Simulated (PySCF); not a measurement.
**Mn²⁺: excitation energy**

Mn²⁺ [Ar] 3d5 (6S) → Mn²⁺ [Ar] 3d4 4s1 (6D), as a difference of total energies. Computed with PySCF 2.14 in aug-cc-pVDZ-DK (7s6p4d2f, 59 functions), with scalar relativity by spin-free X2C-1e. Correlated levels: valence: [Ar] frozen. The calculations carry no spin-orbit coupling.

```tsv
method	excitation energy (cm⁻¹)
UHF	59764
LDA	63313
PBE	62081
PBE0	63059
r2SCAN	63030
wB97X	65011
r2SCAN0	63407
TPSSh	63042
wB97M-V	63358
MP2 (valence)	63599
SCS-MP2 (valence)	61042
```

A first-order spin-orbit estimate (lowest level to lowest level, LS coupling) adds -0.066 eV.
